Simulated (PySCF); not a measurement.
C₆H₁₈N₂Si, SMILES CN(C)[Si](C)(C)N(C)C.

Coordinates come from a B3LYP-D3(BJ)/def2-SVP optimisation. The isomer is the one that the SMILES or the coordinates give; other isomers of the formula were not compared. The values are those of a single conformer.

Calculation: M06-2X/def2-SVP (PySCF).

Gas-phase values at a fixed geometry.

Computed frontier levels, gap, dipole moment and polarisability:
```yaml
highest_occupied_level: -7.12 eV
lowest_empty_level: 2.06 eV
orbital_gap: 9.18 eV
dipole_moment: 0.06 D
quadrupole, principal values (traceless, Buckingham form, about the centre of nuclear charge): -1.53, -0.32, 1.85 D·Å
mean_static_polarisability: 102.7 bohr³ (15.23 Å³)
polarisability_principal_values: 96.6, 101.4, 110.3 bohr³
```
